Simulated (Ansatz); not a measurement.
Stepwise reaction of `[OH][Ga]([OH])[Cl]` with hydrogen fluoride, as a gas-phase model of exchange steps in deposition or etching. ΔE in kJ/mol; ΔG adds harmonic PBE0-D4 terms to CCSD(T)/CBS, at 1 bar.

Program: Ansatz. Geometries: PBE0-D4/def2-TZVP. ΔE: electronic, gas phase. CCSD(T)/CBS adds triple-zeta CCSD(T) − MP2 to the extrapolated MP2 energy (def2 sets, frozen cores). This one scheme is used for every species. Functionals use def2-TZVPP. B3LYP here is the variant with VWN-RPA as its local correlation; programs differ in this. For Ga outer-core shells are correlated without core-valence functions, which leaves a few kJ/mol of doubt a bond. Scalar relativity is left out up to krypton. Each species was taken in one conformer, which may not be the lowest.

```json
{"step": "2", "reaction": "`[OH][Ga]([F])[Cl]` + H–F → `[F][Ga]([F])[Cl]` + H₂O", "PBE-D4": "-17.3", "B3LYP-D4": "-19.4", "ωB97M-V": "-19.9", "CCSD(T)/CBS": "-14.2", "ΔG(400 K)": "-14.5"}
```

(1) Give the row of step 1, `[OH][Ga]([OH])[Cl]` + H–F → `[OH][Ga]([F])[Cl]` + H₂O. (An estimate is asked.)

(2) By hand: ΔE of the 2 steps together at CCSD(T)/CBS.

## Answers

(1) The calculation gave: 
```
step                                                reaction  PBE-D4  B3LYP-D4  ωB97M-V  CCSD(T)/CBS  ΔG(400 K)
   1  `[OH][Ga]([OH])[Cl]` + H–F → `[OH][Ga]([F])[Cl]` + H₂O   -21.6     -23.2    -23.2        -17.3      -19.6
```

(2) (-17.3) + (-14.2) = -31.5 kJ/mol, or -15.8 kJ/mol a step.

In ΔE the steps differ by no more than 3.1 kJ/mol. All are downhill at CCSD(T)/CBS. ΔG lies between -19.6 and -14.5 kJ/mol a step. PBE-D4 differs from CCSD(T)/CBS by -4.3 to -3.1 kJ/mol a step. Isolated molecules leave out the surface, adducts and barriers. Largest T1 diagnostic: 0.014.
